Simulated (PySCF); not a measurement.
C4H7NSi, SMILES [SiH2]1C(C)=CN=C1. The structure is a stationary point at PBE-D3(BJ)/def2-SVP. The structure was generated by enumeration, and PubChem lists no compound with its InChIKey, so it may never have been made.

Computed equilibrium geometry at PBE-D3(BJ)/def2-SVP (PySCF confirms it by a frequency run) as Cartesian coordinates in Å, and its point group:
point group Cs.
```xyz
13

C     -0.0196    -2.3712     0.0000
C     -0.1302    -0.8787     0.0000
C     -1.3023    -0.1796     0.0000
N     -1.3228     1.2474     0.0000
C     -0.1464     1.7939     0.0000
Si     1.2128     0.4488     0.0000
H      0.5394    -2.7384    -0.8876
H     -1.0166    -2.8580     0.0000
H      0.5394    -2.7384     0.8876
H     -2.2961    -0.6632     0.0000
H     -0.0737     2.8982     0.0000
H      2.0897     0.4491     1.2240
H      2.0897     0.4491    -1.2240
```
